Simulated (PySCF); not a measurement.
C5H10OSi.
Numbering: `[CH2:1]=[C:2]([O:3][SiH3:4])[CH:5]1[CH2:6][CH2:7]1` (hydrogens: H8, H9 on C1; H10, H11, H12 on Si4; H13 on C5; H14, H15 on C6; H16, H17 on C7)

Geometry (PBE0-D3(BJ)/def2-SVP, Å), atoms numbered from 1 in this order:
```xyz
17
C5H10OSi angstrom
C      0.5834    1.3544   -0.7954
C      0.5156    0.4171    0.1627
O      1.5700    0.0593    0.9378
Si     3.1303    0.6806    0.8640
C     -0.6980   -0.3638    0.5229
C     -1.7047   -0.7682   -0.5222
C     -2.0681    0.2629    0.4913
H      1.5034    1.8996   -1.0164
H     -0.2946    1.6044   -1.3912
H      3.8806   -0.0474    1.9196
H      3.1261    2.1483    1.1379
H      3.7337    0.4296   -0.4786
H     -0.5000   -1.0803    1.3239
H     -1.5065   -0.4414   -1.5468
H     -2.1487   -1.7638   -0.4425
H     -2.7684   -0.0051    1.2867
H     -2.1222    1.3073    0.1721
```

The closed-shell ground state was solved at several levels (PySCF, density fitting, gas phase, non-relativistic).

```
              level  basis functions  total energy (Eh)  HOMO (eV)  LUMO (eV)  gap (eV)  dipole (D)
CAM-B3LYP/def2-SVPD              227          -560.8285      -7.84       1.15      8.99        0.23
     B3LYP/pcSseg-1              176          -561.2258      -6.27       0.23      6.50        0.12
```

(1) What might PBE0/pcSseg-1 (176 basis functions) give for the same quantities?

(2) Over all these levels, which gives the widest orbital gap and which the narrowest?

(3) How far do the dipole and the HOMO energy spread over the levels?

## Answers

(1) Total energy -560.7507 Eh, HOMO -6.49 eV, LUMO 0.42 eV, gap 6.91 eV, dipole 0.12 D.

(2) CAM-B3LYP/def2-SVPD (range-separated hybrid) has the widest, 8.99 eV, and B3LYP/pcSseg-1 (global hybrid, 20 % exact exchange) the narrowest, 6.50 eV. Functional and basis both differ between the two, so the spread mixes both effects.

(3) The dipole runs from 0.12 to 0.23 D (mean 0.16 D) and the HOMO from -7.84 to -6.27 eV.

One conformer stands for the species.
